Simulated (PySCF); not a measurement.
Computed Raman spectrum (relative Raman activity) of a molecule H6O3Si2. Geometry: ωB97X-D3(BJ)/def2-SVP. The values are those of a single conformer. Method: ωB97X-D3(BJ)/def2-SVP run with PySCF 2.14.0. Frequencies are harmonic and unscaled.

Lines under 2 % of the strongest are left out, and lines within 2 cm⁻¹ are merged.

ν (cm⁻¹): 238 (vw), 449 (w), 522 (w), 721 (w), 731 (w), 774 (w), 831 (vw), 855 (vw), 897 (vw), 978 (w), 1012 (vw), 2220 (s), 2238 (vs), 2263 (vs), 3834 (m), 3920 (vs), 3930 (s) (against the strongest line: vs over 80 %, s over 45 %, m over 15 %, w over 4 %, vw less)

Task: Which molecule gave these data?
A. O[SiH2][SiH](O)O
B. O[SiH2]O[SiH2]O
C. O[Si](O)(O)[SiH3]
D. O[SiH](O)O[SiH3]

Result: A, O[SiH2][SiH](O)O
